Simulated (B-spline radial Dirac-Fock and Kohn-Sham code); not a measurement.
Relativistic shifts of the levels of Cd¹⁰⁺

System: the Cd¹⁰⁺ ion, configuration [Kr] 4d2.

Both columns are ΔSCF binding energies of the configuration average from a B-spline atomic structure program: non-relativistic Hartree-Fock with a point nucleus, and Dirac-Fock with a finite nucleus and the Coulomb interaction alone, averaged over the two j levels with weights 2j+1.

```csv
shell,Hartree-Fock (eV),Dirac-Fock (eV),shift (eV),shift (%)
1s,26146.9,27015.4,+868.45,+3.32
2s,4044.9,4255.5,+210.62,+5.21
2p,3770.9,3830.6,+59.66,+1.58
3s,946.9,990.4,+43.53,+4.60
3p,834.8,847.7,+12.84,+1.54
3d,628.7,622.2,-6.51,-1.04
4s,299.9,309.3,+9.38,+3.13
4p,257.4,259.9,+2.49,+0.97
4d,194.8,193.5,-1.30,-0.67
```

Relativity binds 1s, 2s, 2p, 3s, 3p, 4s, 4p more strongly, among those listed most of all 2s in relative terms, and 3d, 4d more weakly, because the contracted s and p shells screen the nucleus better.

Values without a named source are computed, but for edge energies of neutral atoms, which are taken from tables.
